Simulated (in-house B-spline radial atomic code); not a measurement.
Results of a calculation; reference values are marked as such.
## Sc in an electron gas of r_s = 1.5: phase shifts, screening and friction

A nucleus sits in a uniform electron gas with a rigid positive background. The Kohn-Sham equations are solved self-consistently in the spin-unpolarised LDA (PW92), non-relativistic, on B-splines with outgoing waves at the boundary and partial waves to l = 8. The model has no lattice, no bands and no magnetic solution. Atomic units; δ_l are the phase shifts at the Fermi level, counted so that each bound state adds π, and good to about 0.0005.

The density parameter is r_s = 1.5 bohr.

```csv
l,δ_l (rad)
0,7.9203
1,5.5427
2,1.4890
3,0.0949
4,0.0242
5,0.0065
6,0.0017
7,0.0004
8,0.0000
```

Bound levels below the band bottom (hartree): s -159, s -16.04, p -13.07, s -1.023, p -0.3156.

(1) Check the Friedel sum rule, and say where the screening charge sits.

(2) Find the transport cross section and the electronic stopping of a 10 keV Sc ion (mass 44.96 u).

Results:

(1) k_F = (9π/4)^(1/3)/r_s = 1.27944. The rule is Z = (2/π) Σ (2l + 1) δ_l. The terms are s 5.042, p 10.586, d 4.740, f 0.423 and 0.202 beyond, in all 20.993 against Z = 21. Bound states hold 6 s, 12 p, 0 d electrons, so the scattering states carry 2.99 in all; where a term is smaller than its bound count, the bound level has drawn weight out of the band.

(2) σ_tr = (4π/k_F²) Σ (l + 1) sin²(δ_l − δ_(l+1)). The terms for l = 0 to 3 are 0.4786, 1.2507, 2.9073, 0.0200, all together 4.6583, so σ_tr = 7.677 × 4.6583 = 35.760 bohr². With n = 3/(4π r_s³) = 0.07074, the friction coefficient is Q = n k_F σ_tr = 3.2363. For v well below v_F = 1.279, dE/dx = Q v; with 24801 eV per u at v = 1, v = √(10000/(24801 × 44.96)) = 0.0947, so dE/dx = 0.30648 hartree/bohr = 158 eV/nm. The largest term couples the d and f waves.
